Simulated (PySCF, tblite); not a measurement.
Potential energy curve for SMILES CF (CH3F). The C1–H5 bond (C1 also carries F, H, H; H5 carries nothing else) is stretched with both fragments frozen at the PBE0/def2-TZVP optimised geometry.

GFN2-xTB, 300 K electronic temperature (tblite); UKS-B3LYP/6-31G* = unrestricted B3LYP/6-31G*, spherical d run with PySCF 2.14.0; UMP2/6-31G* = unrestricted MP2 (frozen core)/6-31G*, spherical d (PySCF); UCCSD(T) = CCSD(T) on UHF/cc-pVDZ, 2 core orbitals frozen (PySCF).

Energies relative to the lowest point of each curve near equilibrium, in mEh; the last columns give the difference from UCCSD(T):

```tsv
R / Å	GFN2-xTB	UKS-B3LYP/6-31G*	UMP2/6-31G*	UCCSD(T)	GFN2-xTB − UCCSD(T)	UKS-B3LYP/6-31G* − UCCSD(T)	UMP2/6-31G* − UCCSD(T)
0.87	47.1	50.1	50.3	55.4	-8.2	-5.3	-5.0
0.93	21.4	23.6	23.5	26.9	-5.5	-3.3	-3.4
0.97	10.9	12.5	12.3	14.7	-3.7	-2.2	-2.4
1.04	1.6	2.1	2.0	2.9	-1.2	-0.7	-0.9
1.05	1.0	1.4	1.3	2.0	-1.0	-0.6	-0.7
1.09	0.0	0.0	0.0	0.0	0.0	0.0	0.0
1.13	0.8	0.6	0.8	0.2	0.7	0.4	0.7
1.17	3.1	2.8	3.3	2.0	1.1	0.8	1.3
1.19	4.7	4.4	5.0	3.5	1.2	0.9	1.6
1.27	13.0	13.1	14.5	11.9	1.2	1.2	2.6
1.35	23.7	24.4	26.6	23.1	0.6	1.3	3.6
1.48	43.3	45.4	49.1	43.9	-0.6	1.4	5.1
1.66	71.9	75.2	84.8	73.4	-1.5	1.9	11.5
1.80	93.1	97.2	117.2	94.9	-1.7	2.4	22.3
1.95	114.1	118.9	136.8	115.0	-0.9	4.0	21.9
2.18	141.7	144.8	151.9	139.7	2.0	5.1	12.2
2.39	161.9	158.3	158.2	155.5	6.4	2.8	2.7
2.67	181.9	167.7	162.0	165.9	16.0	1.8	-3.9
2.98	196.4	172.6	163.7	169.6	26.8	3.0	-5.9
3.25	204.1	174.6	164.3	170.6	33.5	4.0	-6.3
3.84	—	176.2	164.8	171.2	—	4.9	-6.5
```

GFN2-xTB is furthest from UCCSD(T) at 3.25 (33.5 mEh, above); its mean absolute difference over the points is 5.7 mEh.

UKS-B3LYP/6-31G* is furthest from UCCSD(T) at 0.87 (-5.3 mEh, below); its mean absolute difference over the points is 2.3 mEh.

UMP2/6-31G* is furthest from UCCSD(T) at 1.80 (22.3 mEh, above); its mean absolute difference over the points is 5.7 mEh.

A dash means that the run gave no value there, or that the column was ended at a point which the program doubted or which failed a test of continuity chosen for this set; such a test can also cut sound points.

The unrestricted determinant behind UKS-B3LYP/6-31G* is spin-contaminated at 2.18 to 3.84 Å (<S²> up to 1.0, against 0.00 for a pure singlet). The unrestricted determinant behind UMP2/6-31G*, UCCSD(T) is spin-contaminated at 1.66 to 3.84 Å (<S²> up to 1.0, against 0.00 for a pure singlet).
